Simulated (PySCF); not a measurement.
## How the method changes the constants of SnCl

State: ²Π (doublet), unpaired electrons π ↑. Set-up: basis Sn cc-pVDZ-PP with ECP28, Cl cc-pV(D+d)Z; scalar-relativistic core potentials; PySCF 2.14. De refers to Sn + Cl in their high-spin ground configurations, without counterpoise correction. The functionals are run spin-unrestricted. A positive dipole means Sn(−)Cl(+).

| Level | Re (Å) | ωe (cm⁻¹) | De (eV) | μ (D) |
| --- | --- | --- | --- | --- |
| UHF | 2.415 | 339 | 2.48 | -3.49 |
| UHF-MP2 | 2.398 | 351 | 3.45 | n/a |
| UHF-SCS-MP2 | 2.406 | 346 | 3.35 | n/a |
| UHF-CCSD | 2.406 | 346 | 3.22 | n/a |
| UHF-CCSD(T) | 2.408 | 344 | 3.32 | n/a |
| LDA | 2.379 | 353 | 4.59 | -2.38 |
| PBE | 2.419 | 333 | 4.01 | -2.72 |
| PBEsol | 2.397 | 344 | 4.22 | -2.56 |
| TPSS | 2.417 | 335 | 3.93 | -2.80 |
| r²SCAN | 2.402 | 343 | 3.91 | -2.82 |
| PBE0 | 2.398 | 345 | 3.81 | -2.93 |

(1) Which functional lies closest to UHF-CCSD(T) in De, which farthest, and by how much do they differ from it?

(2) What does a quarter of exact exchange do here, going from PBE to PBE0?

(3) What does the gradient correction do here, going from LDA to PBE?

Correlated steps freeze 9 core orbitals. Correlated levels converge slowly with the basis: in double zeta they bind strong bonds too weakly, by up to about 1 eV, and carry superposition errors of some tenths. These are scalar-relativistic numbers at best; spin–orbit coupling would shift them, the dissociation energy most. Counting both spins, an empty level lies below a filled one in some of these solutions, because spin and occupation are held. The state was picked by a PBE0 search and need not be the measured ground state.

The whole job (state search and all levels along the bond) took about 1.9 min on 1 thread of Arm Neoverse V1 (shared host), peak memory 0.48 GiB.

Answers

(1) Closest is PBE0 (-1.0 pm in Re, +0.3 % in ωe, +0.49 eV in De against UHF-CCSD(T) in the same basis), farthest LDA (-2.9 pm in Re, +2.6 % in ωe, +1.27 eV in De). CCSD(T) converges more slowly with the basis than the functionals do and binds too weakly in this one, so the order can change at the basis-set limit.

(2) PBE0 less PBE: -2.1 pm in Re, +3.6 % in ωe, -0.20 eV in De. Exact exchange removes part of the self-interaction that spreads semilocal densities, and in most molecules shortens and stiffens the bond and lowers De; so it does here.

(3) PBE less LDA: +4.0 pm in Re, -5.7 % in ωe, -0.58 eV in De. The gradient correction favours the more uneven density of free atoms, so it tends to lengthen bonds and takes away much of the overbinding of LDA; so it does here.
